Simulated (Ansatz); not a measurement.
One change: `O[SiH](S)CF` becomes `O[SiH](O)S`.

Ansatz, PBE0-D4/def2-TZVP geometries, multiplicity 1. Each molecule was computed in one conformer, which needn't be the lowest.

```json
{"property": "LUMO energy (ωB97M-V/def2-TZVPP) / eV", "`O[SiH](S)CF`": "1.88"}
{"property": "HOMO–LUMO gap (PBE0/def2-TZVPP) / eV", "`O[SiH](S)CF`": "7.89"}
{"property": "LUMO energy (B3LYP/def2-TZVPP) / eV", "`O[SiH](S)CF`": "-0.12"}
{"property": "HOMO–LUMO gap (PBE/def2-TZVPP) / eV", "`O[SiH](S)CF`": "5.70"}
{"property": "size of the dipole moment (ωB97M-V/def2-TZVPP) / D", "`O[SiH](S)CF`": "0.70"}
{"property": "size of the dipole moment (PBE/def2-TZVPP) / D", "`O[SiH](S)CF`": "0.75"}
```

Q: What does the change do to each property? (Estimate.)

A: Computed: 
| property | `O[SiH](O)S` | shift |
| --- | --- | --- |
| LUMO energy (ωB97M-V/def2-TZVPP) / eV | 2.02 | 0.14 |
| HOMO–LUMO gap (PBE0/def2-TZVPP) / eV | 8.10 | 0.21 |
| LUMO energy (B3LYP/def2-TZVPP) / eV | 0.12 | 0.24 |
| HOMO–LUMO gap (PBE/def2-TZVPP) / eV | 5.88 | 0.18 |
| size of the dipole moment (ωB97M-V/def2-TZVPP) / D | 2.05 | 1.35 |
| size of the dipole moment (PBE/def2-TZVPP) / D | 2.02 | 1.27 |

With PBE0 the HOMO rises by 0.06 eV and the LUMO rises by 0.27 eV, so the gap widens by about 0.21 eV. PBE moves the HOMO by 0.08 eV and ωB97M-V by 0.06 eV. The zero-point energy changes by -41.5 kJ/mol with -6 modes. Dipoles are sizes alone; their direction can turn.

Positive LUMOs are unbound, so they and the gaps depend on the basis.

B3LYP here is the variant with VWN-RPA as its local correlation; programs differ in this.
